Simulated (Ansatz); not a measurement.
Which is lower?

Two relaxed structures of CH3SSe (charge -1), singlet (PBE0-D4/def2-TZVPD; forces vanish, vibrations not checked).

A:

| atom | x (Å) | y (Å) | z (Å) |
| --- | --- | --- | --- |
| C1 | -0.7120 | -0.3535 | -1.2650 |
| S2 | 0.7601 | 0.1924 | -0.6422 |
| Se3 | 1.3592 | -0.1800 | 1.4985 |
| H4 | -1.0197 | -1.3491 | -0.9440 |
| H5 | -1.4742 | 0.4080 | -1.1031 |
| H6 | 1.6034 | -0.7055 | -1.1833 |

B:

C1  (0.198, -0.391, 0.316)
S2  (0.922, -0.796, -1.248)
Se3  (1.613, 0.310, 1.570)
H4  (-0.542, 0.409, 0.264)
H5  (0.776, 0.569, 2.773)
H6  (-0.229, -1.250, 0.839)
(Å)

Ansatz 0.2.0; basis: def2-TZVPPD; cores frozen in the correlated methods. Filled d shells of the heavier atoms are correlated. The def2 sets are not built for correlating such inner shells, so the correlated values are less sure here. B3LYP uses VWN-RPA correlation.

**Question.** Which structure is lower at CCSD(T), and by how much? (An estimate is asked for; the value comes from the calculation.)

**Answer.** The calculation gives: B, by 132.4 kJ/mol (electronic energy, against the other). By their contacts, A is CH₃SSe ([CH2][SH][Se]), total charge -1 and B is CH₃SSe ([S][CH2][SeH]), total charge -1.

All methods give the same order:

| method | E(B) − E(A) (kJ/mol) |
| --- | --- |
| PBE-D4 | -101.8 |
| r2SCAN-D4 | -105.4 |
| PBE0-D4 | -111.6 |
| B3LYP-D4 | -112.4 |
| wB97M-V | -123.3 |
| HF | -141.3 |
| MP2 | -129.8 |
| CCSD | -137.1 |
| CCSD(T) | -132.4 |

The T1 diagnostic stays at or below 0.016.

Labels in which every atom is bracketed show which atoms are joined, not bond orders.

For scale, one of the runs: CCSD(T)/def2-TZVPPD, 196 basis functions, launched by `ansatz run in.yaml --threads 2 --pin off --events-out ev --progress --plain --max-ram 4352MiB`. The run took 77 s on 2 CPU threads of an Arm Neoverse V2 (shared host), with 2.2 GiB of host memory at its peak.
